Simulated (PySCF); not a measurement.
**Magnetic susceptibility: `C1=C(OC)C=[C]([GeH3])S1`, C$_{5}$H$_{8}$GeOS**

Cartesian coordinates in Å; atom numbers follow the order of the lines, from 1:
```xyz
16

C    -2.7393    0.7241    0.2709
O    -2.2724   -0.6033    0.2391
C    -0.9298   -0.7865    0.1076
C    -0.4002   -2.0461    0.0895
S     1.3031   -2.0212   -0.0878
C     1.3280   -0.2956   -0.1407
Ge    3.0037    0.6450   -0.3225
C     0.0674    0.2130   -0.0244
H    -2.5143    1.2526   -0.6615
H    -3.8190    0.6529    0.3922
H    -2.3162    1.2785    1.1152
H    -0.9279   -2.9740    0.1658
H     3.9143   -0.1148   -1.2230
H     3.6769    0.8133    1.0004
H     2.7422    1.9989   -0.8937
H    -0.1240    1.2723   -0.0384
```

Computed with GIAO HF/pcSseg-1 magnetisability, rotational g tensor and spin-rotation constants, non-relativistic, gas phase in PySCF 2.14.0. Geometry: GFN2-xTB.

The calculation is non-relativistic, which matters for the atoms heavier than Zn.

(1) How diamagnetic is it, and how anisotropic?

(2) Split it along the inertial axes a, b, c into diamagnetic and paramagnetic parts about the centre of mass, with the quadrupole moment.

(3) And the rotational g tensor?

## Answers

(1) Isotropic -1706 × 10⁻³⁰ J/T², or -102.7 × 10⁻⁶ cm³/mol; principal values -2164, -1482, -1471 × 10⁻³⁰ J/T², anisotropy 687 × 10⁻³⁰ J/T² (root of half the summed squared differences of the principal values). The susceptibility is in cgs units.

(2) 
```csv
axis,χ (10⁻⁶ cm³/mol),diamagnetic (10⁻⁶ cm³/mol),paramagnetic (10⁻⁶ cm³/mol),summed x² of all electrons (Å²),quadrupole Θ (D Å)
a,-88.8,-639.0,550.1,437.3,+0.69
b,-89.0,-1938.3,1849.3,131.0,+6.53
c,-130.3,-2411.2,2280.9,19.6,-7.23
```
Anisotropies 2χaa − χbb − χcc = +41.6 and 2χbb − χaa − χcc = +41.1 × 10⁻⁶ cm³/mol. Θ is traceless in Buckingham's convention.

(3) 
| axis | rotational constant (GHz) | g | nuclear part | electronic part |
| --- | --- | --- | --- | --- |
| a | 2.3256 | -0.0336 | 0.5674 | -0.6010 |
| b | 0.6095 | -0.0097 | 0.5198 | -0.5295 |
| c | 0.4872 | +0.0035 | 0.5255 | -0.5220 |

Asymmetric top; isotopes 12C, 74Ge, 1H, 16O, 32S; no vibrational averaging.
